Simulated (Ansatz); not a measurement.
Pulling on the C2–H3 bond in CH4BeSe (SMILES [CH3][Be][SeH]) (multiplicity 1 held, fragments rigid). Energies count from the point at 1.094 Å.
Geometry at that point (charge 0, multiplicity 1):
```xyz
7

Be     0.841    -0.761    -0.214
C      2.063    -1.858    -0.538
H      1.688    -2.883    -0.611
H      2.840    -1.849     0.233
H      2.557    -1.632    -1.489
Se    -0.642     0.607     0.134
H     -1.002    -0.091     1.382
```

Restricted levels (R-, RO-) in cc, def2 and unpolarised 6-31G sets keep to the state of the molecule at rest. Unrestricted levels (U-) break spin symmetry where that is lower. Active spaces are followed from a long bond inwards. Levels need not reach the same state.

Frozen-core correlation. Filled d and f shells under p-block atoms count as core.

Run with Ansatz (Gaussian basis) for Hartree–Fock, density functionals and correlated methods. Values without a source in brackets are computed.

Energies in kcal/mol.

```
R (Å)  R-HF/cc-pVDZ  R-SCS-MP2/cc-pVDZ  U-SCS-MP2/cc-pVDZ  CASSCF(2,2)/cc-pVDZ  FIC-MRCISD+Q on CASSCF(2,2)/cc-pVDZ
-----  ------------  -----------------  -----------------  -------------------  -----------------------------------
0.875          31.0               33.1               33.1                 34.0                                 33.3
0.985           6.2                7.2                7.2                  7.8                                  7.4
1.094           0.0                0.0                0.0                  0.0                                  0.0
1.204           3.8                3.0                3.0                  2.1                                  2.7
1.313          13.0               11.3               11.3                  9.2                                 10.7
1.477          30.9               28.1               28.1                 23.7                                 26.7
1.641          50.1               46.1               46.1                 38.9                                 43.4
1.915          80.3               73.9               84.3                 60.8                                 67.4
2.189         106.1               96.4               98.8                 76.5                                 84.7
2.517         131.3              116.4              105.1                 87.8                                 97.1
2.955         157.2              132.6              107.7                 94.4                                104.4
3.502         180.4              139.0              108.4                 96.8                                107.1
```

Doubts at one or more of the structures used: a restricted determinant that unrestricted orbitals would lower (R-HF/cc-pVDZ, R-SCS-MP2/cc-pVDZ); a spin-contaminated determinant (U-SCS-MP2/cc-pVDZ).

Ansatz is a first-principles code.
